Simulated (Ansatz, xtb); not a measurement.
# C5H9BO: 5 structures ranked

5 gas-phase structures of C5H9BO, from a drawn sample of its isomers (lower ones may exist). Each was relaxed with GFN2-xTB; where two conformers were screened, the lower at r2SCAN-D4/def2-SVP is listed:

A. `BC1(C=O)CCC1`, a singlet
B. `B[C@H]1C[C@H](C=O)C1`, a singlet
C. `B[C@H]1C[C@@H](C=O)C1`, a singlet
D. `B[C@@H]1CC[C@@H]1C=O`, a singlet
E. `B[C@@H]1CC[C@H]1C=O`, a singlet

Task: Estimate their order in r2SCAN-D4/def2-SVP energy at these geometries, lowest first.

Result: Calculated order at r2SCAN-D4/def2-SVP: A (0.0), E (7.7), D (8.9), C (10.1), B (11.6) kJ/mol. Less than 1 kcal/mol parts E and D; D and C; C and B, so the order within those pairs means little.

Energies above the lowest of each column, in kJ/mol; the last columns are at B3LYP/def2-SVP geometries:

```tsv
structure	GFN2-xTB	HF/STO-3G	r2SCAN-D4/def2-SVP	B3LYP/def2-SVP	CCSD(T)/def2-SVP + ΔMP2/def2-TZVPP
A	0.0	3.7	0.0	0.0	0.0
E	7.5	0.6	7.7	15.7	19.9
D	10.4	6.3	8.9	17.0	24.9
C	10.0	0.0	10.1	16.9	21.6
B	10.6	1.4	11.6	18.0	23.4
```

CCSD(T)/def2-SVP + ΔMP2/def2-TZVPP puts A lowest; HF/STO-3G picks C. CCSD(T)/def2-SVP + ΔMP2/def2-TZVPP orders those it was run on as A (0.0), E (19.9), C (21.6), B (23.4), D (24.9) kJ/mol. Less than 1 kcal/mol parts E and C; C and B; B and D, so the order within those pairs means little. Flexible structures stand in one conformer each, not always the lowest. ΔMP2 is the change of the MP2 energy from the smaller to the larger basis.

Over these structures GFN2-xTB departs from r2SCAN-D4/def2-SVP by 0.6 kJ/mol on average once a common shift is removed. A GFN2-xTB relaxation took about 0.17 s and the r2SCAN-D4/def2-SVP energy about 3.9 s on a shared host (Ansatz 0.2.0, xtb 6.7.1).
